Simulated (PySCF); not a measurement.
Dipole response of Tc (technetium, neutral)

[Kr] 4d5 5s2, high-spin 6S determinant. Computed with PySCF 2.14 in aug-cc-pwCVTZ-PP with ECP28MDF, with scalar relativity through the core potential. Coupled (time-dependent) response in atomic units; α is the mean over directions.

```tsv
method	mean α (bohr³)	C₆ (like pair)	S(−4)
BP86	81.27	916.8	3669
```

S(−4) is the Cauchy moment in α(ω) = α(0) + S(−4) ω² + …

Reference α: 79 ± 10 bohr³ (recommended; Schwerdtfeger and Nagle, table of static dipole polarizabilities (2023 update)). Published C₆: 939.0 (Gould and Bucko (2016)).

α(iu) at BP86:

```tsv
u (hartree)	α(iu) (bohr³)
0	81.27
0.0500	73.43
0.100	58.76
0.200	36.11
0.300	24.07
0.500	13.50
0.750	8.310
1.00	5.810
1.50	3.404
2.00	2.259
3.00	1.199
5.00	0.4956
```

A single London oscillator, α(iu) = α/(1 + u²/ω²), gives C₆ = (3/4) ω α². Matching the computed C₆ needs ω = 4 × 916.8 / (3 × 81.27²) = 0.185 hartree.

Energies and moments cover only the electrons outside the core potential.
